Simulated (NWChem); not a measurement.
Everything below was run with NWChem. System: CH$_{3}$AlF$_{2}$, charge 0, spin multiplicity 1, at a geometry optimised with PBE0/def2-SVP. The structure started from a generated list of species. Level: RHF/def2-TZVP.

The NWChem input:

```
start mol
memory heap 200 mb stack 900 mb global 1100 mb
geometry units angstroms nocenter noautoz noautosym
  Al     0.048744     0.042329     0.000922
  C     -1.477682    -1.132435    -0.054661
  H     -1.268975    -2.007435    -0.691497
  H     -2.373059    -0.627940    -0.446915
  H     -1.709680    -1.517940     0.951227
  F     -0.005476     1.608655    -0.543296
  F      1.514823    -0.453360     0.599203
end
basis spherical
  * library def2-tzvp
end
scf
  rhf
  nopen 0
  maxiter 100
  thresh 1e-7
  semidirect memsize 60000000 filesize 0
end
task scf energy
```

Part of the output:

```
             Northwest Computational Chemistry Package (NWChem) 7.3.0
             --------------------------------------------------------

                                NWChem Input Module
                                -------------------

 Scaling coordinates for geometry "geometry" by  1.889725989
 (inverse scale =  0.529177249)

                             Geometry "geometry" -> ""
                             -------------------------

 Output coordinates in angstroms (scale by  1.889725989 to convert to a.u.)

  No.       Tag          Charge          X              Y              Z
 ---- ---------------- ---------- -------------- -------------- --------------
    1 Al                  13.0000     0.04874400     0.04232900     0.00092200
    2 C                    6.0000    -1.47768200    -1.13243500    -0.05466100
    3 H                    1.0000    -1.26897500    -2.00743500    -0.69149700
    4 H                    1.0000    -2.37305900    -0.62794000    -0.44691500
    5 H                    1.0000    -1.70968000    -1.51794000     0.95122700
    6 F                    9.0000    -0.00547600     1.60865500    -0.54329600
    7 F                    9.0000     1.51482300    -0.45336000     0.59920300

 Effective nuclear repulsion energy (a.u.)     155.0780528830

            Nuclear Dipole moment (a.u.)
            ----------------------------
        X                 Y               Z
 ---------------- ---------------- ----------------
    -0.0000207870     0.0000132281    -0.0000037795


 Summary of "ao basis" -> "" (spherical)
 ------------------------------------------------------------------------------
       Tag                 Description            Shells   Functions and Types
 ---------------- ------------------------------  ------  ---------------------
 *                         def2-tzvp                  on all atoms

 Summary of "ao basis" -> "ao basis" (spherical)
 ------------------------------------------------------------------------------
       Tag                 Description            Shells   Functions and Types
 ---------------- ------------------------------  ------  ---------------------
 Al                        def2-tzvp                13       37   5s5p2d1f
 C                         def2-tzvp                11       31   5s3p2d1f
 H                         def2-tzvp                 4        6   3s1p
 F                         def2-tzvp                11       31   5s3p2d1f

                                 NWChem SCF Module
                                 -----------------

  ao basis        = "ao basis"
  functions       =   148
  atoms           =     7
  closed shells   =    20
  open shells     =     0
  charge          =   0.00
  wavefunction    = RHF
  use symmetry    = F
  symmetry adapt  = F

 Summary of "ao basis" -> "ao basis" (spherical)
 ------------------------------------------------------------------------------
       Tag                 Description            Shells   Functions and Types
 ---------------- ------------------------------  ------  ---------------------
 Al                        def2-tzvp                13       37   5s5p2d1f
 C                         def2-tzvp                11       31   5s3p2d1f
 H                         def2-tzvp                 4        6   3s1p
 F                         def2-tzvp                11       31   5s3p2d1f

 Forming initial guess at       0.1s

      Superposition of Atomic Density Guess
      -------------------------------------

 Sum of atomic energies:        -479.88173642

      Non-variational initial energy
      ------------------------------

 Total energy =    -480.672267
 1-e energy   =    -974.877264
 2-e energy   =     339.126944
 HOMO         =      -0.421662
 LUMO         =      -0.039181

 Starting SCF solution at       2.5s

 ----------------------------------------------
         Quadratically convergent ROHF

 Convergence threshold     :          1.000E-07
 Maximum no. of iterations :          100
 Final Fock-matrix accuracy:          1.000E-09
 ----------------------------------------------

              iter       energy          gnorm     gmax       time
             ----- ------------------- --------- --------- --------
                 1     -480.6046405977  1.32D+00  2.93D-01      3.0
                 2     -480.6851246256  3.38D-01  6.88D-02      4.1
                 3     -480.6940588753  2.19D-02  6.97D-03      5.4
                 4     -480.6941285635  1.76D-04  3.39D-05      7.6
                 5     -480.6941285674  1.72D-08  3.54D-09     11.3

       Final RHF  results
       ------------------

         Total SCF energy =   -480.694128567423
      One-electron energy =   -978.933619805098
      Two-electron energy =    343.161438354638
 Nuclear repulsion energy =    155.078052883037

        Time for solution =      8.8s

             Final eigenvalues
             -----------------

              1
    1  -58.5017
    2  -26.2555
    3  -26.2553
    4  -11.2218
    5   -4.9155
    6   -3.2327
    7   -3.2307
    8   -3.2294
    9   -1.5437
   10   -1.5353
   11   -0.9426
   12   -0.6944
   13   -0.6583
   14   -0.6373
   15   -0.6309
   16   -0.6180
   17   -0.6132
   18   -0.5625
   19   -0.5622
   20   -0.4644
   21    0.0768
   22    0.0842
   23    0.1407
   24    0.1595
   25    0.1987
   26    0.2056
   27    0.2340
   28    0.2845
   29    0.3084
   30    0.3138

                       ROHF Final Molecular Orbital Analysis
                       -------------------------------------

 Vector   18  Occ=2.000000D+00  E=-5.624505D-01
              MO Center= -1.4D+00, -1.4D+00,  2.8D-02, r^2= 1.4D+00
   Bfn.  Coefficient  Atom+Function         Bfn.  Coefficient  Atom+Function
  ----- ------------  ---------------      ----- ------------  ---------------
    45      0.275075  2 C  pz                48      0.238708  2 C  pz
    70     -0.216600  3 H  s                 82      0.211838  5 H  s

 Vector   19  Occ=2.000000D+00  E=-5.621722D-01
              MO Center= -1.7D+00, -1.0D+00, -1.4D-01, r^2= 1.6D+00
   Bfn.  Coefficient  Atom+Function         Bfn.  Coefficient  Atom+Function
  ----- ------------  ---------------      ----- ------------  ---------------
    76      0.246519  4 H  s                 44      0.215475  2 C  py
    47      0.182188  2 C  py                43     -0.170364  2 C  px
    75      0.159900  4 H  s

 Vector   20  Occ=2.000000D+00  E=-4.643544D-01
              MO Center= -1.1D+00, -8.4D-01, -4.1D-02, r^2= 1.7D+00
   Bfn.  Coefficient  Atom+Function         Bfn.  Coefficient  Atom+Function
  ----- ------------  ---------------      ----- ------------  ---------------
     4      0.249923  1 Al s                 43      0.241851  2 C  px
    46      0.233057  2 C  px                44      0.195548  2 C  py
    47      0.186857  2 C  py                15     -0.179359  1 Al px

 Vector   21  Occ=0.000000D+00  E= 7.681753D-02
              MO Center= -3.8D-01, -3.2D-01,  3.2D-02, r^2= 6.4D+00
   Bfn.  Coefficient  Atom+Function         Bfn.  Coefficient  Atom+Function
  ----- ------------  ---------------      ----- ------------  ---------------
    42      2.929860  2 C  s                  5     -2.127030  1 Al s
    71     -0.750282  3 H  s                 83     -0.726535  5 H  s
    77     -0.495627  4 H  s                 18      0.421504  1 Al px
    49      0.381672  2 C  px                19      0.338423  1 Al py
    91      0.327385  6 F  s                122      0.290410  7 F  s

 Vector   22  Occ=0.000000D+00  E= 8.419924D-02
              MO Center= -1.0D-02,  1.1D-02, -4.6D-02, r^2= 5.6D+00
   Bfn.  Coefficient  Atom+Function         Bfn.  Coefficient  Atom+Function
  ----- ------------  ---------------      ----- ------------  ---------------
    20      0.979424  1 Al pz                19      0.334358  1 Al py
    18     -0.283323  1 Al px                51     -0.216007  2 C  pz
    17      0.189110  1 Al pz

 Vector   23  Occ=0.000000D+00  E= 1.406881D-01
              MO Center=  2.9D-02,  1.3D-02,  4.2D-03, r^2= 9.8D+00
   Bfn.  Coefficient  Atom+Function         Bfn.  Coefficient  Atom+Function
  ----- ------------  ---------------      ----- ------------  ---------------
    42      4.643266  2 C  s                 18      1.788952  1 Al px
     5     -1.445608  1 Al s                 19      1.422975  1 Al py
    77     -0.790948  4 H  s                 71     -0.773164  3 H  s
    83     -0.775977  5 H  s                 26     -0.512546  1 Al d -2
    41     -0.463040  2 C  s                 49      0.422587  2 C  px

 center of mass
 --------------
 x =   0.16214877 y =   0.12556527 z =   0.00572666

 moments of inertia (a.u.)
 ------------------
         317.798203024077         -46.959513638252         -66.296721740482
         -46.959513638252         334.170011641648          74.316623445928
         -66.296721740482          74.316623445928         551.554921302107

  Mulliken analysis of the total density
  --------------------------------------

    Atom       Charge   Shell Charges
 -----------   ------   -------------------------------------------------------
    1 Al  13    11.89   2.00  0.65  1.34  0.55  0.07  2.92  2.28  0.83  0.65  0.07  0.27  0.11  0.14
    2 C    6     6.63   0.85  1.12  0.46  0.69  0.11  1.24  1.52  0.59  0.01  0.03  0.00
    3 H    1     0.86   0.26  0.49  0.10  0.02
    4 H    1     0.86   0.26  0.48  0.09  0.02
    5 H    1     0.86   0.26  0.48  0.10  0.02
    6 F    9     9.45   0.77  1.20  0.59  1.01  0.34  2.24  2.30  1.00  0.00  0.01  0.00
    7 F    9     9.45   0.77  1.20  0.59  1.01  0.34  2.24  2.30  1.00  0.00  0.01  0.00

       Multipole analysis of the density wrt the origin
       ------------------------------------------------

     L   x y z        total         open         nuclear
     -   - - -        -----         ----         -------
     0   0 0 0     -0.000000      0.000000     40.000000

     1   1 0 0     -0.746908      0.000000     -0.000021
     1   0 1 0     -0.568926      0.000000      0.000013
     1   0 0 1     -0.027633      0.000000     -0.000004

     2   2 0 0    -23.657829      0.000000    156.945894
     2   1 1 0      0.508326      0.000000     37.280799
     2   1 0 1     -1.900902      0.000000     32.114303
     2   0 2 0    -24.130498      0.000000    141.363253
     2   0 1 1      2.290234      0.000000    -34.688967
     2   0 0 2    -19.111049      0.000000     26.742290

 Task  times  cpu:       11.3s     wall:       11.3s

 Total times  cpu:       11.4s     wall:       11.4s
```
